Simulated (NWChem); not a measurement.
Species: H₂TeSeS; SMILES S[Te][SeH]

```xyz
5

Te     0.6079    -0.5682     0.0014
S     -1.4347    -1.9054    -0.0752
H     -1.6414    -1.9596     1.2742
Se    -0.1948     1.8525    -0.0648
H     -0.3208     2.0255     1.4102
```
Atoms are numbered in this order, from 1.

Level: PBE-D3(BJ)/def2-SVP with def2 effective core potentials on Te (NWChem), optimised geometry, unscaled harmonic frequencies. This build's default masses of Se (78.918 u) and Br (79.917 u) are each other's, which moves their modes by up to 0.6 %. def2 effective core potentials on Te; no spin-orbit coupling.

List the harmonic frequencies with IR intensities, and the thermochemistry.


```tsv
frequency (cm⁻¹)	IR intensity (km/mol)
96	0.2
228	7.1
287	4.6
310	18.9
328	17.3
649	5.7
718	0.8
2326	13.8
2589	0.9
```

- zero-point energy: 10.8 kcal/mol
- thermal correction to the enthalpy at 298.15 K (with zero-point energy): 14.8 kcal/mol
- heat capacity Cv: 16.4 cal/(mol K)
- entropy at 298.15 K and 1 atm (symmetry number 1): 81.2 cal/(mol K)

Rigid rotor and harmonic oscillator; modes under 100 cm⁻¹ make the entropy uncertain.
